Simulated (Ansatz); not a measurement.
`O[CH](Cl)[Zn][F]` + H₂ → `O[CH2][Zn][F]` + HCl  (hydrogenolysis of a C–Cl bond)

Isolated molecules relaxed with PBE0-D4/def2-TZVP in Ansatz; ΔE leaves out vibrations. CBS: MP2 limit from def2 TZ/QZ plus the TZ coupled-cluster correction, frozen cores. This one scheme is used for every species. Functionals use def2-TZVPP. For Zn outer-core shells are correlated without core-valence functions, which leaves a few kJ/mol of doubt a bond. Scalar relativity is left out up to krypton. Each species was taken in one conformer, which may not be the lowest.

(1) Is it downhill or uphill in electronic energy at CCSD(T)/CBS, and by how much? (Best estimate.)

(2) What do these levels give: revPBE-D4, r2SCAN-D4, PBE0-D4, CAM-B3LYP-D4, ωB97X-V, ωB97M-V, B2PLYP, BLYP, r2SCANh, r2SCAN0, HF/def2-SVP, CCSD/def2-TZVPP? (Estimate.)

Largest T1 diagnostic among the species: 0.016.

Answers

(1) The calculation gave: Downhill: ΔE = -62.5 kJ/mol.

(2) Computed: revPBE-D4 -47.6, r2SCAN-D4 -54.2, PBE0-D4 -60.9, CAM-B3LYP-D4 -66.2, ωB97X-V -61.9, ωB97M-V -61.9, B2PLYP -65.5, BLYP -62.3, r2SCANh -58.2, r2SCAN0 -62.3, HF/def2-SVP -86.4, CCSD/def2-TZVPP -72.7 kJ/mol.

The D4 term adds +7.7 kJ/mol with B3LYP and +4.0 kJ/mol with PBE0; it sums over pairs of atoms, weighted by their polarisabilities, and B3LYP, whose exchange is more repulsive, gets the larger term. At CCSD(T), def2-SVP lies −6.7 kJ/mol from the extrapolated value and def2-TZVPP −3.7 kJ/mol.

B3LYP here is the variant with VWN-RPA as its local correlation; programs differ in this.
